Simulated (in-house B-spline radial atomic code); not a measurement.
Sn³⁺ is squeezed into an impenetrable sphere of radius R (the orbitals vanish at R). No spin polarisation. Level of theory: non-relativistic Hartree-Fock, average of configuration, point nucleus; calculated with an all-electron radial atomic-structure program (B-spline basis).

Energies in eV above the free ion in [Kr] 4d10 5s1:

```csv
R (bohr),highest level (eV),[Kr] 4d10 5s1,[Kr] 4d9 4f1 5s1,[Kr] 4d9 5s1 5f1,-dE/dV in [Kr] 4d10 5s1 (GPa)
9.34,-38,0,48.97,55.23,7e-06
6.56,-38,0.004126,49.53,59.9,0.0206
5.07,-37.8,0.1406,51.27,67.7,1.05
4.02,-36.7,1.317,55.35,81.09,14.5
3.52,-34.6,3.69,60.16,94.06,53.2
3.15,-31,8.062,67.04,110.2,151
2.63,-18.4,26.24,90.22,154.8,785
2.21,9.04,76.66,146.5,242.6,3670
1.82,75.1,237.3,314.6,464,19000
1.21,505,1923,2006,2383,431000
```

Problem. Does [Kr] 4d9 4f1 5s1 fall below [Kr] 4d10 5s1 under compression?

Solution. No, it stays above over the whole range.

Problem. Does [Kr] 4d9 5s1 5f1 fall below [Kr] 4d10 5s1 under compression?

Solution. No, it stays above over the whole range.

The highest level is first positive in the row R = 2.21 bohr, pushed up by confinement above the zero of the free ion's potential. Each configuration is held fixed and needn't be the lowest in the sphere.
